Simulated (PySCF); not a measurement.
## A thermochemical cycle for CdO

PBE0 in PySCF with def2-SVPD on every atom (core potentials on Cd), for the lowest determinant that a PBE0 search found; no spin–orbit coupling. CdO, a triplet (σ ↑, π ↑), has De = 1.01 eV to neutral atoms, and CdO⁺, a doublet (π ↑), has De = 1.03 eV to Cd⁺ + O.

The adiabatic ionisation energy of CdO, between the minima, is 8.79 eV.

Problem. Which ionisation energy of the Cd atom does this level give?

Solution. IE(Cd) = IE(molecule) + De(ion) − De(neutral) = 8.79 + 1.03 − 1.01 = 8.81 eV; the measured value is 8.994 eV (NIST ASD).

Spin–orbit coupling is left out. For an ion De counts to the pair picked by the measured ionisation energies or electron affinities, which need not be the lowest pair at this level. States were picked by a PBE0 search and need not be the measured ground states.
